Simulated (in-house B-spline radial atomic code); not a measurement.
# RPA and G0W0 on wB97X: Ca⁸⁺

Configuration [Ne] 3s2, mean-field start wB97X. Computed with a B-spline radial code for spherical atoms: all electrons, non-relativistic, point nucleus, each spin shell either full or empty, empty states to l = 9 with an (l + 1/2)⁻⁴ tail; G0W0 by contour deformation at full frequency.

Command:
```bash
python run_gw.py task.json out
```
Settings (radii: box in bohr, nucleus in fm):
```
Z                        20
electrons                12
configuration            [Ne] 3s2
hamiltonian              nr
method                   wb97x
lmax                     9
spin_polarised           False
box_radius               7.7
intervals                47
ion_configuration        [Ne] 3s1
```

Cost of the run: 1.6 s on 1 thread of Arm Neoverse V2 (shared host).

Energies (hartree):

```json
{"term": "mean-field total", "value": "-655.45119"}
{"term": "Hartree-Fock functional on these orbitals", "value": "-654.90500"}
{"term": "direct second order", "value": "-0.83639"}
{"term": "second-order exchange", "value": "0.30403"}
{"term": "SOSEX correction", "value": "0.279"}
```

(1) What is the RPA correlation energy, and what remains with SOSEX?

Quasi-particle levels (eV):

```csv
level,occupied,mean field,Σx - vxc,Σc,QP weight,G0W0
3s,yes,-182.95,-2.63,?,?,?
2p,yes,-507.36,-24.90,3.74,0.969,-528.52
3p,no,-151.97,6.27,-2.07,0.968,-147.77
```

G0W0 = mean field + (Σx - vxc) + Σc, with Σc (partial-wave tail included) taken at the quasi-particle energy. Levels of low weight are left out.

(2) Where does G0W0 put 3s?

(3) What does it cost to remove one electron (to [Ne] 3s1) by differences of total energies, each species on its own start (correlation terms add to the Hartree-Fock functional)?

## Answers

(1) RPA gives -0.75901 hartree (-1.72 eV per electron); RPA + SOSEX gives -0.48001, and the second-order doubles -0.53236 hartree (no singles). RPA lacks exchange-type terms and so overcorrelates at short range.

(2) At -188.24 eV, with Σc = -2.66 eV and a quasi-particle weight of 0.973. The tabulated removal energy is 188.54 ± 0.06 eV (NIST, semi-empirical); the calculation leaves out relativity, Breit and QED terms, and what these don't explain is the method's own error.

(3) wB97X 186.47 eV, Hartree-Fock functional 185.41 eV, + RPA 187.97 eV, + RPA + SOSEX 187.27 eV, + second order 187.83 eV. Tabulated: 188.54 ± 0.06 eV (NIST, semi-empirical); the calculation leaves out relativity, Breit and QED terms, and what these don't explain is the method's own error.
